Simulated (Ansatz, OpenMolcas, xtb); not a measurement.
Computed against measured: dipole moment

8 molecules; the dipole moment in D, computed less measured. Shapes, held fixed at every level: PBE0-D4/def2-TZVP. No vibrational averaging. Dipoles are compared by magnitude; molecules under 1 D, whose direction can flip, are left out. Programs: Ansatz 0.2.0, OpenMolcas 26.06, xtb 6.7.1. Measured values: NIST CCCBDB.

Levels: A = GFN0-xTB; B = PBE-D4/def2-TZVPP; C = M06-L/aug-cc-pVDZ; D = B3LYP-D4/def2-TZVPP.

```csv
molecule,measured,A,B,C,D
C2H2O (ethenone),1.42,-0.11,-0.09,-0.02,+0.03
CH2Cl2 (dichloromethane),1.60,+0.14,-0.04,+0.07,+0.03
CH2ClF (chlorofluoromethane),1.82,+0.26,-0.14,-0.03,-0.04
SiH3Cl (chlorosilane),1.31,-0.64,-0.15,+0.15,-0.06
C2H2F2 (vinylidene fluoride),1.38,-0.71,-0.39,-0.27,-0.21
C2H3Br (vinyl bromide),1.42,-0.38,-0.09,-0.03,0.00
C2H5F (SMILES CCF),1.96,+0.41,-0.21,-0.11,-0.09
C2H5N (N-methylmethanimine),1.53,+0.79,-0.17,-0.11,-0.06
```

Task: Which level does best on this set, which worst, and which err to one side?

Result: 
```
              level            kind  mean error  mean absolute error  worst case
           GFN0-xTB  semi-empirical      -0.030                0.430       C2H5N
  PBE-D4/def2-TZVPP             GGA      -0.160                0.160      C2H2F2
  M06-L/aug-cc-pVDZ        meta-GGA      -0.044                0.099      C2H2F2
B3LYP-D4/def2-TZVPP   global hybrid      -0.050                0.065      C2H2F2
```

On this set B3LYP-D4/def2-TZVPP has the smallest mean absolute error and GFN0-xTB the largest. PBE-D4/def2-TZVPP is too low in 8 of 8; M06-L/aug-cc-pVDZ is too low in 6 of 8. The smallest two are near a tie. Relativity is left out for Br. The set is small.
